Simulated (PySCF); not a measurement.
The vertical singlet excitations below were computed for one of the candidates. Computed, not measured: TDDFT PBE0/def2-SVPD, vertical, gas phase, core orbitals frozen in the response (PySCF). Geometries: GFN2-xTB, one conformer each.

| state | ν̃ (cm⁻¹) | f | main configurations (H = HOMO, L = LUMO) |
| --- | --- | --- | --- |
| S1 | 43730 | 0.012 | H→L (60%), H-1→L+1 (29%) |
| S2 | 49110 | 0.029 | H-1→L (44%), H→L+1 (43%), H→L (10%) |
| S3 | 53370 | 0.073 | H-2→L (68%), H→L+1 (17%) |
| S4 | 54160 | 0.135 | H→L+2 (46%), H-1→L+1 (17%), H-2→L+1 (13%) |
| S5 | 55360 | 0.062 | H→L+2 (43%), H-2→L+1 (35%) |
| S6 | 56560 | 0.186 | H-1→L+2 (43%), H-2→L (18%), H-1→L (10%) |

Task: Which structure fits? All have the formula C7H7FO.
A. `C=C1C=CC(OC)=C1F`
B. `[C@@H]12[C@]3(CO)[C@]2([C@H]1C=C3)F`
C. `CO[C@@]12C=C[C@@H]1C=C2F`
D. `OCc1ccccc1F`
E. `OC1=CC=C(CF)C=C1`

Result: D. Its S1 lies at 5.42 eV; the nearest of the others has S1 at 5.17 eV. S1 is HOMO→LUMO (60%), HOMO-1→LUMO+1 (29%). Löwdin shares by element: HOMO carbon 69% or more (atoms not listed hold the other 31%); LUMO carbon 72% or more (atoms not listed hold the other 29%). At the same level the other candidates give, for their lowest levels:
- `OC[C@@]12C=C[C@H]3[C@@H]1[C@]32F`: 5.86 eV (f 0.041); 6.02 eV (f 0.030); 6.45 eV (f 0.013); 6.80 eV (f 0.004); 6.91 eV (f 0.013); T1 3.76 eV; HOMO -6.98, LUMO -0.26 eV
- `C=C1C=CC(OC)=C1F`: 3.05 eV (f 0.013); 5.15 eV (f 0.375); 5.48 eV (f 0.003); 6.04 eV (f 0.000); 6.28 eV (f 0.018); T1 2.07 eV; HOMO -6.02, LUMO -1.90 eV
- `CO[C@@]12C=C[C@@H]1C=C2F`: 5.17 eV (f 0.001); 5.48 eV (f 0.003); 5.64 eV (f 0.022); 6.81 eV (f 0.009); 6.96 eV (f 0.013); T1 3.66 eV; HOMO -7.05, LUMO -0.76 eV
- `Oc1ccc(CF)cc1`: 5.08 eV (f 0.033); 5.86 eV (f 0.001); 5.87 eV (f 0.099); 6.46 eV (f 0.000); 6.92 eV (f 0.041); T1 3.96 eV; HOMO -6.57, LUMO -0.46 eV

Conformer computed: `[OH:1][CH2:2][c:3]1[cH:4][cH:5][cH:6][cH:7][c:8]1[F:9]`: O1–C2–C3–C4 21°, H–O1–C2–C3 61°.
Triplets come from the Tamm–Dancoff approximation.
